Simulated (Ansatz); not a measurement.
```yaml
crystal:
  periodic: [false, false, false]
  atoms:
    - {symbol: C, position_ang: [-0.334415, 1.729313, 0.317201]}
    - {symbol: Si, position_ang: [0.447424, 0.579363, 1.076449]}
    - {symbol: O, position_ang: [0.723800, -0.708864, -0.226233]}
    - {symbol: Si, position_ang: [-0.149306, -1.561691, -1.114553]}
    - {symbol: Cl, position_ang: [-1.942523, -1.461665, -1.644484]}
    - {symbol: H, position_ang: [-1.350880, 1.541077, -0.011847]}
    - {symbol: H, position_ang: [-0.345765, 2.503237, 0.956131]}
    - {symbol: H, position_ang: [0.324375, 2.201416, -0.547436]}
    - {symbol: H, position_ang: [-0.241328, -0.336839, 2.147841]}
    - {symbol: H, position_ang: [2.001846, 0.750155, 1.476785]}
    - {symbol: H, position_ang: [1.007709, -2.089754, -2.232868]}
    - {symbol: H, position_ang: [-0.135753, -3.204438, -0.289023]}
basis:
  gaussian: {orbitals: aug-cc-pVDZ}
hamiltonian: {xc: {name: SPW92}, pseudopotentials: {relativity: scalar}}
scf: {lower_state_search: light}
relax: {f_tol: 0.0001, max_steps: 3}
```

```sh
$ ansatz run in.yaml --threads 4 --pin off --events-out ev --progress --plain --max-ram 10444MiB
```

It prints (some lines left out):

```
Functional definition: SPW92
1844 factors; their error is unknown
mean field evaluation 1: about -31392.4815 eV, gradient 9.3e1 eV
mean field evaluation 2: about -31288.6749 eV, gradient 2.1e2 eV
mean field evaluation 4: about -31410.1332 eV, gradient 1.8e1 eV
mean field evaluation 8: about -31410.8160 eV, gradient 1.5e-1 eV
mean field evaluation 16: about -31410.7312 eV, gradient 6.8e-4 eV
mean field -31410.73120273 eV, -1154.3230807420 hartree, gradient 6.3e-5 eV, S^2 0.000000; 0 other end points of the search recorded, 0 dependent functions left out
reference -31410.73130717 eV, -1154.3230845802 hartree; 33, 33 occupied and 157, 157 virtual orbitals, 1844 factors
relax step   1: F+E_penalty+E_count = -31410.73120273 eV  Δ(F+E_penalty+E_count) = +0.000e0 eV  max|allowed force component| = 9.901e0 eV/Å  Δτ_max = 0.0000 Å  (30 SCF iters, accepted)
1844 factors; their error is unknown
mean field -31413.85185456 eV, -1154.4377625815 hartree, gradient 1.7e-5 eV, S^2 0.000000; 0 other end points of the search recorded, 0 dependent functions left out
reference -31413.85195734 eV, -1154.4377663585 hartree; 33, 33 occupied and 157, 157 virtual orbitals, 1844 factors
relax step   2: F+E_penalty+E_count = -31413.85185456 eV  Δ(F+E_penalty+E_count) = -3.121e0 eV  max|allowed force component| = 5.546e0 eV/Å  Δτ_max = 0.1946 Å  (36 SCF iters, accepted)
1844 factors; their error is unknown
mean field evaluation 32: about -31414.9061 eV, gradient 2.8e-5 eV
mean field -31414.90613920 eV, -1154.4765068276 hartree, gradient 9.8e-6 eV, S^2 0.000000; 0 other end points of the search recorded, 0 dependent functions left out
reference -31414.90623785 eV, -1154.4765104526 hartree; 33, 33 occupied and 157, 157 virtual orbitals, 1844 factors
relax step   3: F+E_penalty+E_count = -31414.90613920 eV  Δ(F+E_penalty+E_count) = -1.054e0 eV  max|allowed force component| = 1.198e0 eV/Å  Δτ_max = 0.1966 Å  (37 SCF iters, accepted)
Error: geometry relaxation did not converge after 3 steps: max|allowed force component| = 1.20e0 eV/Å (threshold 1.0e-4). Raise `relax.max_steps` over both its present limit and 3, loosen `relax.f_tol`, or start from a geometry closer to equilibrium. Where this run's directory can be resumed (`checkpoint.write`), a resume goes on for up to `relax.max_steps` more
```

Task: What is wrong with this run?

Result: The relaxation is allowed too few steps for its threshold. No converged result was reached.
